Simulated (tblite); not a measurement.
C3H8BBrN2.
SMILES with atom numbers: `[NH2:1][B:2]([NH2:3])[CH2:4]/[CH:5]=[CH:6]/[Br:7]` (hydrogens: H8, H9 on N1; H10, H11 on N3; H12, H13 on C4; H14 on C5; H15 on C6)

Computed with GFN2-xTB (tblite), gas phase: L-BFGS steps from a force-field or distance-geometry start until the largest atomic force falls under 0.01 eV/Å.

Step 19: E = -589.9517 eV
```
atom  x, y, z in Å  |  force x, y, z in eV/Å
N1     -0.9904    1.4741    0.2163   -0.028   0.062  -0.158
B2     -1.1215    0.0976    0.0064    0.191   0.065  -0.001
N3     -2.2662   -0.5837    0.4378   -0.082   0.102   0.079
C4      0.1098   -0.7219   -0.6475   -0.127  -0.118   0.040
C5      1.3423   -0.5115    0.1631   -0.206  -0.038  -0.056
C6      2.4240    0.1050   -0.2760   -0.050  -0.008  -0.070
Br7     3.9160    0.4510    0.8451    0.094   0.002   0.012
H8     -1.7507    2.0399    0.5446    0.014   0.101   0.083
H9     -0.2179    2.0079   -0.1399   -0.013  -0.005   0.093
H10    -2.4265   -1.5520    0.2291   -0.071   0.008   0.156
H11    -2.9890   -0.1481    0.9941    0.111  -0.176  -0.259
H12     0.2817   -0.4756   -1.6996    0.018   0.076   0.169
H13    -0.1628   -1.7749   -0.5971    0.124  -0.169  -0.079
H14     1.2900   -0.8630    1.1871    0.028   0.062  -0.069
H15     2.5567    0.4632   -1.2854   -0.004   0.032   0.060
```

Step 20: E = -589.9642 eV
```
atom  x, y, z in Å  |  force x, y, z in eV/Å
N1     -0.9905    1.4762    0.1999   -0.180   0.025  -0.038
B2     -1.1183    0.0942    0.0111    0.154   0.208  -0.044
N3     -2.2611   -0.5853    0.4415   -0.141   0.108   0.107
C4      0.0988   -0.7277   -0.6450    0.182  -0.147   0.020
C5      1.3373   -0.5118    0.1628   -0.154  -0.024  -0.067
C6      2.4200    0.1043   -0.2787   -0.046   0.015  -0.098
Br7     3.9174    0.4482    0.8454    0.024  -0.014  -0.026
H8     -1.7434    2.0372    0.5620    0.122   0.032   0.005
H9     -0.2157    2.0144   -0.1423    0.000  -0.017   0.074
H10    -2.4232   -1.5532    0.2411   -0.052  -0.072   0.114
H11    -2.9981   -0.1457    0.9712    0.056  -0.110  -0.177
H12     0.2785   -0.4654   -1.6934   -0.033   0.005   0.186
H13    -0.1584   -1.7878   -0.5992    0.106  -0.039  -0.103
H14     1.2914   -0.8604    1.1898    0.020   0.065  -0.122
H15     2.5608    0.4707   -1.2880   -0.056  -0.035   0.169
```

Task: Estimate the geometry and energy of step 21. (The exact step hangs on the optimiser's Hessian estimate; all steps are aligned on step 20, rigid shifts and turns removed.)

Result: E = -589.9723 eV, largest force 0.278 eV/Å
```
atom  x, y, z in Å  |  force x, y, z in eV/Å
N1     -0.9934    1.4778    0.1857   -0.110   0.022  -0.020
B2     -1.1150    0.0936    0.0131    0.054   0.165  -0.038
N3     -2.2574   -0.5857    0.4461   -0.076   0.051   0.047
C4      0.0938   -0.7343   -0.6419    0.258  -0.103   0.010
C5      1.3323   -0.5125    0.1616   -0.025   0.002  -0.049
C6      2.4152    0.1037   -0.2817   -0.023   0.017  -0.037
Br7     3.9173    0.4452    0.8442   -0.026  -0.024  -0.045
H8     -1.7338    2.0347    0.5754    0.068   0.052   0.002
H9     -0.2147    2.0200   -0.1426   -0.012  -0.053   0.069
H10    -2.4206   -1.5547    0.2521   -0.023  -0.078   0.092
H11    -3.0059   -0.1445    0.9509   -0.039  -0.019  -0.078
H12     0.2745   -0.4571   -1.6845   -0.040  -0.034   0.107
H13    -0.1530   -1.7978   -0.6030    0.075   0.014  -0.102
H14     1.2925   -0.8570    1.1900    0.011   0.046  -0.113
H15     2.5637    0.4765   -1.2873   -0.092  -0.059   0.154
```

The energy changes by -0.0080 eV. The first-order estimate −F·Δx gives -0.0113 eV and the mean of the old and new forces, exact on a quadratic surface, -0.0081 eV. The step makes an angle of 66° with the force vector and moves no atom by more than 0.022 Å.

What follows is the cost of the whole relaxation. The run took 0.53 s on one thread, Arm Neoverse V1 (aarch64), on a shared host.
